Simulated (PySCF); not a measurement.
**Finite-field polarisability of Ba (barium, neutral)**

[Xe] 6s2, closed-shell 1S. All numbers are calculated (PySCF 2.14, scalar relativity by spin-free X2C-1e, in aug-cc-pVDZ-X2C (8s7p5d, 54 functions)). Frozen: [Xe]. Energy changes in a uniform field (μhartree):

```
axis   F (au)        HF       MP2      CCSD   CCSD(T)
   x  0.00079  -100.565   -95.279  -106.729  -106.729
   x  0.00158  -402.797  -381.482  -426.892  -426.892
```

Task: Derive α along x at CCSD(T) from the two fields.

Result: With ΔE = −αF²/2 − γF⁴/24, α = −(16 ΔE(F) − ΔE(2F))/(6F²) = 342.0 bohr³.

Task: And the mean polarisability at each level?

Result: HF 322.1, MP2 305.2, CCSD 342.0, CCSD(T) 342.0 bohr³. Reference: 272 ± 10 bohr³ (recommended; Schwerdtfeger and Nagle, table of static dipole polarizabilities (2023 update)).

CCSD(T) lies more than 5 % above the reference; correlation of the frozen inner shells, absent here, would lower it, and spin-orbit coupling is absent too.

A double-zeta set is small for polarisabilities.
